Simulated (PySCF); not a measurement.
C₆H₁₁N₃O.
Numbering: `[CH3:1][CH2:2][n:3]1[n:4][c:5]([CH3:6])[c:7]([O:8][CH3:9])[n:10]1`

Geometry (GFN2-xTB, Å), atoms numbered from 1 in this order:
```xyz
21
C6H11N3O angstrom
C      3.0191   -0.5368    0.7124
C      2.1953   -0.7221   -0.5595
N      0.8835   -0.1632   -0.4144
N      0.6024    1.0829   -0.7091
C     -0.6757    1.2489   -0.4002
C     -1.4293    2.5116   -0.5926
C     -1.1358    0.0114    0.1056
O     -2.3791   -0.2542    0.5339
C     -2.5806   -1.5767    0.9863
N     -0.1295   -0.8526    0.0857
H      4.0059   -0.9724    0.5818
H      2.5281   -1.0242    1.5510
H      3.1266    0.5218    0.9359
H      2.0763   -1.7841   -0.7843
H      2.6737   -0.2150   -1.4000
H     -2.0633    2.4411   -1.4763
H     -0.7334    3.3349   -0.7243
H     -2.0680    2.6979    0.2682
H     -2.3661   -2.2946    0.1902
H     -3.6263   -1.6398    1.2811
H     -1.9326   -1.7978    1.8386
```

NICS = −σ at a ghost point: NICS(0) at the centroid of the ring atoms, NICS(1) 1 Å to either side along the normal of their mean plane, zz for the tensor component along that normal. Level: GIAO PBE0/pcSseg-1 (PySCF, non-relativistic, gas phase) on the GFN2-xTB geometry, one conformer.

Ring bond lengths (Å), with Mayer bond orders in brackets: N3–N4 1.311 (1.24), N4–C5 1.325 (1.48), C5–C7 1.414 (1.24), C7–N10 1.326 (1.48), N10–N3 1.324 (1.17).

Question: What do the NICS probes read (ppm)?

Answer: 
```
           ring                                                 type  NICS(0)  NICS(1), two faces  NICS(1)zz, two faces  rms pucker (Å)  centre to ring atoms, mean (Å)
N3–N4–C5–C7–N10  5-membered ring with 3 N; formal bonds all aromatic    -12.4       -12.0 / -12.0         -27.5 / -28.4            0.00                            1.14
```

Question: What do they say, and how far can they be read as aromaticity?

Answer: 
- N3–N4–C5–C7–N10: mean NICS(1)zz -28.0 ppm, shielded. The ring is flat and has no four-coordinate atom; by the NICS criterion it is aromatic.

Question: How equal are the bonds by HOMA? Use HOMA with the parameters of Krygowski (1993).

Answer: 
- N3–N4–C5–C7–N10: HOMA 0.96; the largest term is that of C5–C7, α(R − Ropt)² = 0.17. The geometric and the magnetic index point the same way.

Question: List the ring angles and the Hirshfeld charges of the ring atoms.

Answer: 
- N3–N4–C5–C7–N10: N3 114.6° (+0.085 e), N4 105.9° (-0.137 e), C5 106.7° (+0.007 e), C7 108.5° (+0.083 e), N10 104.3° (-0.158 e); sum 540.0° against 540° for a flat convex ring.

Hardware: one thread of an Arm Neoverse V1, shared host with 32 logical CPUs at a one-minute load of 8.8. Cost: 43 s wall, 1.1 GiB resident at most. This is the whole shielding run at PBE0/pcSseg-1, SCF included.
